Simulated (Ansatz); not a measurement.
Species: CHN, SMILES `[C-]#[NH+]` with one electron removed (charge 1, multiplicity 2).

### Question
Give a relaxed geometry from PBE0-D4/def2-TZVP (Ansatz, an electronic-structure program).

### Answer
the end point of this relaxation (outside a Z-matrix the atoms follow the SMILES, hydrogens last).
Cartesian coordinates (Å) in one orientation:
```xyz
3

C      1.090     0.090     0.000
N     -0.037    -0.003     0.000
H     -1.053    -0.087     0.000
```
